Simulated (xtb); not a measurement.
xtb input (GFN2-xTB):

```bash
xtb mol.xyz --gfn 2 --sp --chrg -1 --uhf 0
```
mol.xyz:
```
3

Ge     0.20970819    -0.16279412     0.26906881
O      0.90778365     0.08363465    -1.24146200
F     -1.55254792     0.50448164     0.14683270
```

End of the output:

```
         :::::::::::::::::::::::::::::::::::::::::::::::::::::
         ::                     SUMMARY                     ::
         :::::::::::::::::::::::::::::::::::::::::::::::::::::
         :: total energy             -11.041415858463 Eh    ::
         :: gradient norm              0.058107877610 Eh/a0 ::
         :: HOMO-LUMO gap              4.262300308436 eV    ::
         ::.................................................::
         :: SCC energy               -11.049752535211 Eh    ::
         :: -> isotropic ES            0.215773966922 Eh    ::
         :: -> anisotropic ES          0.005229433534 Eh    ::
         :: -> anisotropic XC         -0.000990658773 Eh    ::
         :: -> dispersion             -0.001272625029 Eh    ::
         :: repulsion energy           0.008336676748 Eh    ::
         :: add. restraining           0.000000000000 Eh    ::
         :: total charge              -1.000000000000 e     ::
         :::::::::::::::::::::::::::::::::::::::::::::::::::::

           -------------------------------------------------
          |                Property Printout                |
           -------------------------------------------------

    * Orbital Energies and Occupations

         #    Occupation            Energy/Eh            Energy/eV
      -------------------------------------------------------------
         1        2.0000           -0.5041493             -13.7186
         2        2.0000           -0.3693706             -10.0511
         3        2.0000           -0.2984768              -8.1220
         4        2.0000           -0.2162817              -5.8853
         5        2.0000           -0.2158022              -5.8723
         6        2.0000           -0.2088841              -5.6840
         7        2.0000           -0.1459099              -3.9704
         8        2.0000           -0.1386947              -3.7741
         9        2.0000           -0.1180601              -3.2126 (HOMO)
        10                          0.0385765               1.0497 (LUMO)
        11                          0.1395229               3.7966
        12                          0.2129101               5.7936
        13                          0.2944289               8.0118
        14                          0.3656684               9.9503
Note: The following floating-point exceptions are signalling: IEEE_DENORMAL
normal termination of xtb
        15                          0.3974824              10.8160
        16                          0.5726319              15.5821
        17                          0.9512421              25.8846
      -------------------------------------------------------------
                  HL-Gap            0.1566367 Eh            4.2623 eV
             Fermi-level           -0.0397418 Eh           -1.0814 eV

     #   Z          covCN         q      C6AA      α(0)
     1  32 Ge       1.483     0.240   257.312    33.711
     2   8 O        0.783    -0.718    29.243     7.248
     3   9 F        0.699    -0.522    15.179     4.600

 Mol. C6AA /au·bohr⁶  :        610.761339
 Mol. C8AA /au·bohr⁸  :      36472.745651
 Mol. α(0) /au        :         45.559094

Wiberg/Mayer (AO) data.
largest (>0.10) Wiberg bond orders for each atom

 ---------------------------------------------------------------------------
     #   Z sym  total        # sym  WBO       # sym  WBO       # sym  WBO
 ---------------------------------------------------------------------------
     1  32 Ge   2.800 --     2 O    1.977     3 F    0.823
     2   8 O    2.014 --     1 Ge   1.977
     3   9 F    0.860 --     1 Ge   0.823
 ---------------------------------------------------------------------------

Topologies differ in total number of bonds
Writing topology from bond orders to xtbtopo.mol

molecular dipole:
                 x           y           z       tot (Debye)
 q only:        0.396      -0.685       1.660
   full:        0.206      -0.645       1.743       4.753
molecular quadrupole (traceless):
                xx          xy          yy          xz          yz          zz
 q only:       -4.371       1.856       4.779       5.042       0.136      -0.408
  q+dip:       -4.928       2.198       5.089       5.090       0.184      -0.160
   full:       -4.930       2.711       7.043       6.220       1.234      -2.113

           -------------------------------------------------
          | TOTAL ENERGY              -11.041415858463 Eh   |
          | GRADIENT NORM               0.058107877610 Eh/α |
          | HOMO-LUMO GAP               4.262300308436 eV   |
           -------------------------------------------------

------------------------------------------------------------------------
------------------------------------------------------------------------
 total:
 SCF:
```
